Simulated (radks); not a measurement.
The numbers below are computed, except where a source is named.
Task: The mean radii <r> (bohr) of the occupied orbitals of an atom or ion are listed with their occupations. Level of theory: scalar-relativistic Kohn-Sham, r2SCAN, spin-polarised, spherical densities, finite nucleus; meta-GGA in the generalised Kohn-Sham scheme; Fermi nuclear charge, rms radius of each element as measured or else 0.836 A^(1/3) + 0.57 fm (a radial shooting solver on a logarithmic mesh with Libxc functionals).

orbital  occ.      <r>
1s up       1  0.02275
1s down     1  0.02275
2s up       1  0.09698
2s down     1  0.09698
2p up       3  0.08548
2p down     3  0.08548
3s up       1   0.2546
3s down     1   0.2544
3p up       3   0.2531
3p down     3   0.2529
3d up       5   0.2311
3d down     5   0.2308
4s up       1   0.5769
4s down     1   0.5773
4p up       3   0.6094
4p down     3   0.6094
4d up       5   0.6613
4d down     5   0.6600
5s up       1    1.288
5s down     1    1.296
5p up       3    1.415
4f up       4   0.8034

Name the element and its charge. Open shells, if any, are filled with parallel spins first.

Result: Z = 62, samarium, charge +7: Sm7+ in [Kr] 4d10 4f4 5s2 5p3. The 1s radius gives Z: for a bare nucleus <r> = (2 gamma + 1)/(2Z) with gamma = sqrt(1 - (Z/c)^2), 0.02245 bohr for Z = 62, and screening makes it slightly larger (0.02275 here). The occupations add up to 55, and the charge is Z minus that.
